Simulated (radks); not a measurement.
Values are calculated unless marked as measured or tabulated.
All-electron atom: N- in [He] 2s2 2p4. Level of theory: scalar-relativistic Kohn-Sham, LDA (Slater exchange, VWN5 correlation), spin-polarised, spherical densities, point nucleus; open shells are filled with parallel spins first; hard spherical wall at 2.5 bohr (a radial shooting solver on a logarithmic mesh with Libxc functionals).

Radial electron density D(r) = 4 pi r^2 rho(r):

```
   r/bohr * D(r) (the largest magnitude, 7.36, reaches the edge; | marks zero)
  0.01368 |  *
  0.01658 |   *
  0.01993 |     *
  0.02395 |       *
  0.02879 |          *
  0.03488 |             *
  0.04193 |                  *
   0.0504 |                       *
  0.06058 |                             *
  0.07282 |                                    *
  0.08824 |                                           *
   0.1061 |                                                 *
   0.1275 |                                                     *
   0.1532 |                                                      *
   0.1857 |                                                    *
   0.2232 |                                              *
   0.2683 |                                      *
   0.3225 |                              *
   0.3907 |                       *
   0.4697 |                     *
   0.5646 |                       *
   0.6786 |                            *
   0.8223 |                                 *
   0.9884 |                                    *
    1.188 |                                   *
    1.428 |                             *
     1.73 |                  *
     2.08 |     *
```

D(r) has 2 maxima, at r = 0.150, 1.04 bohr, and minima at 0.470 bohr, inside which lie 2.17 electrons.
